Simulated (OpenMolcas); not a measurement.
A run on Cl3+.

```json
{
  "Program": "OpenMolcas 26.06",
  "Method": "XMS-CASPT2, IPEA 0.25 Eh, imaginary shift 0.1 Eh (closed shells correlated: 2s 2p)",
  "Basis": "ANO-RCC-VTZP [5s4p2d1f]",
  "Scalar Hamiltonian": "DKH2, point nucleus",
  "Active space": "4 electrons in 8 orbitals (3s 3p 4s 4p)",
  "State averaging": "2S+1 = 3 even, 3 roots; 2S+1 = 1 even, 11 roots; 2S+1 = 5 odd, 1 root; 2S+1 = 3 odd, 9 roots; 2S+1 = 1 odd, 8 roots",
  "Spin-orbit coupling": "state interaction with AMFI integrals over the reference wave functions, term energies averaged over their components"
}
```

First CASPT2 step and the start of its output:

```
&CASPT2
XMultistate=3 1 2 3
Frozen=1 0
IPEA=0.25
Imaginary=0.1
MaxIter=60
WThr=0.0 0.3 0.05
PrWF=0.5
NoMix
```

```
--- CASPT2 ---
Orbital specifications:
      -----------------------

      Symmetry species                           1   2
                                                ag  au
      Frozen orbitals                            1   0
      Inactive orbitals                          1   3
      Active orbitals                            2   6
      Secondary orbitals                        11  10
      Deleted orbitals                           0   0
      Number of basis functions                 15  19
Type of calculation                        XMS-CASPT2
      Fock operator                              state-average
      IPEA shift                                 0.25
      Real shift                                 0.00
      Imaginary shift                            0.10
      The input orbitals will be transformed to quasi-canonical
      The input states will be rotated to diagonalize the Fock operator
Reference energy:        -458.2225729081
      E2 (Non-variational):      -0.0866686382
      Shift correction:          -0.0001417397
      E2 (Variational):          -0.0868103779
      Total energy:            -458.3093832860
      Residual norm:              0.0000001396
      Reference weight:           0.97025
      Contributions to the CASPT2 correlation energy
      Active & Virtual Only:         -0.0670634770
      One Inactive Excited:          -0.0084742744
      Two Inactive Excited:          -0.0111308868
Reference energy:        -458.2225729081
      E2 (Non-variational):      -0.0866579964
      Shift correction:          -0.0001416182
      E2 (Variational):          -0.0867996146
      Total energy:            -458.3093725227
      Residual norm:              0.0000001442
      Reference weight:           0.97026
...
```

Over all roots the printed reference weights run from 0.66 to 0.99, and roots that are degenerate in the reference spread by up to 2500 cm-1.

Q: Did the run give usable levels, and if not, why?

A: No. The equations converged, but the reference weight falls to 0.66 for at least one root against 0.99 for the best. A drop of that size marks an intruder state, so the energies of such roots and the levels built on them can't be trusted.
